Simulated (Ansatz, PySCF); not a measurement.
Al(Cl)(OH)(SeH) (AlClH2OSe), SMILES [OH][Al]([Cl])[SeH]. Atoms are numbered in the order given.

```xyz
6

Al     0.5169    -0.5391     0.0000
Cl    -0.7329    -2.2282     0.0000
O      2.2050    -0.6724     0.0000
H      2.7196    -1.4842     0.0000
Se    -0.4051     1.5605     0.0000
H      0.9460     2.1474     0.0000
```

Coordinates come from a r2SCAN-D4/def2-SVP optimisation. The structure was generated by enumeration; whether it is a known compound was not checked. The values are those of a single conformer.

Two levels are set side by side: PBE-D3(BJ)/def2-SVP (Ansatz, a quantum-chemistry and plane-wave program) and r2SCAN-D4/def2-SVP (Ansatz). Each level has its own optimised geometry; the coordinates shown are those of the second. Frequencies come from the Hessian of PySCF at each geometry. Differences are taken from unrounded values.

```json
[
 {"quantity": "mean bond length (Å)", "r2SCAN-D4": "1.704"},
 {"quantity": "bond Al1–Cl2 (Å)", "r2SCAN-D4": "2.101"},
 {"quantity": "bond Al1–O3 (Å)", "r2SCAN-D4": "1.693"},
 {"quantity": "bond Al1–Se5 (Å)", "r2SCAN-D4": "2.293"},
 {"quantity": "bond O3–H4 (Å)", "r2SCAN-D4": "0.961"},
 {"quantity": "bond Se5–H6 (Å)", "r2SCAN-D4": "1.473"},
 {"quantity": "highest harmonic wavenumber (cm⁻¹)", "r2SCAN-D4": "3937"},
 {"quantity": "mean harmonic wavenumber (cm⁻¹)", "r2SCAN-D4": "865"},
 {"quantity": "zero-point energy (kcal/mol)", "r2SCAN-D4": "14.83"}
]
```

### Question
What does PBE-D3(BJ) give, and how far is it from r2SCAN-D4? (Estimate from the structure and the level; the computed values follow.)

### Answer

| quantity | PBE-D3(BJ) | PBE-D3(BJ) minus r2SCAN-D4 |
|---|---|---|
| mean bond length (Å) | 1.718 | 0.014 |
| bond Al1–Cl2 (Å) | 2.113 | 0.011 |
| bond Al1–O3 (Å) | 1.711 | 0.018 |
| bond Al1–Se5 (Å) | 2.308 | 0.015 |
| bond O3–H4 (Å) | 0.970 | 0.009 |
| bond Se5–H6 (Å) | 1.487 | 0.014 |
| highest harmonic wavenumber (cm⁻¹) | 3807 | -129 |
| mean harmonic wavenumber (cm⁻¹) | 841 | -24 |
| zero-point energy (kcal/mol) | 14.42 | -0.41 |
